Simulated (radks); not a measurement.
Values are calculated unless marked as measured or tabulated.
Neutral hydrogen inside a hard spherical wall (all orbitals vanish at R), configuration held at 1s1 and not refilled when levels cross. Code: a radial shooting solver on a logarithmic mesh with Libxc functionals. Model: non-relativistic Kohn-Sham, PBEsol, spin-polarised, spherical densities, point nucleus; open shells are filled with parallel spins first. Eigenvalues in eV for spin up, with the zero of energy where the potential of the charges vanishes at infinity; a dash marks a level that is unbound or too diffuse for the functional's potential to be trusted. A positive occupied level is held by the wall or, in an anion where self-interaction has pushed it up, behind a barrier. The pressure on the wall is -dE/dV.

| R (bohr) | E (hartree) | kinetic (hartree) | e(1s) | e(2s, empty) | e(2p, empty) | pressure (GPa) |
|---|---|---|---|---|---|---|
| free | -0.48872 | 0.482 | -7.391 | - | - | 0 |
| 15 | -0.48872 | 0.482 | -7.391 | - | - | < 0.0001 |
| 12 | -0.48872 | 0.482 | -7.391 | 0.550 | 0.833 | < 0.0001 |
| 10 | -0.48871 | 0.482 | -7.391 | 1.020 | 1.193 | 0.000142 |
| 8 | -0.48864 | 0.483 | -7.381 | 2.167 | 1.962 | 0.00398 |
| 7 | -0.48840 | 0.485 | -7.354 | 3.364 | 2.694 | 0.0214 |
| 6 | -0.48743 | 0.491 | -7.267 | 5.490 | 3.910 | 0.117 |
| 5 | -0.48355 | 0.512 | -6.996 | 9.517 | 6.091 | 0.668 |
| 3.5 | -0.44741 | 0.643 | -5.191 | 25.627 | 14.456 | 11.1 |
| 3 | -0.40444 | 0.763 | -3.403 | 38.147 | 20.886 | 31.8 |
| 1.5 | 0.47556 | 2.339 | 25.834 | 195.20 | 101.35 | 1960 |
